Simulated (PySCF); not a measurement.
# Correlation energy of As (arsenic, neutral)

[Ar] 3d10 4s2 4p3, high-spin 4S determinant. All numbers are calculated (PySCF 2.14, the non-relativistic Hamiltonian (point nucleus), in def2-TZVP (6s5p4d1f, 48 functions)). Frozen: [Ar] 3d10; 5 electrons correlated.

MP2 pair energies summed by pair of shells (mhartree):

```json
{"pair": "4s-4p", "energy": "-46.75", "share (%)": "65.2"}
{"pair": "4p-4p", "energy": "-15.40", "share (%)": "21.5"}
{"pair": "4s-4s", "energy": "-9.57", "share (%)": "13.3"}
```

Total MP2 correlation energy: -71.72 mhartree.

Same-spin part -19.10 and opposite-spin part -52.62 mhartree; SCS-MP2 scales them by 1/3 and 6/5 to -69.51 mhartree.

```
  level  correlation energy (mhartree)
   CCSD                         -85.90
    (T)                          -2.86
CCSD(T)                         -88.76
```

Diagnostics: T1 = 0.0032, D1 = 0.0081, largest double amplitude 0.055.

Cost of the coupled-cluster step: 0.49 s of wall time on 1 thread of Neoverse-V2 (shared host), for 5 correlated electrons.
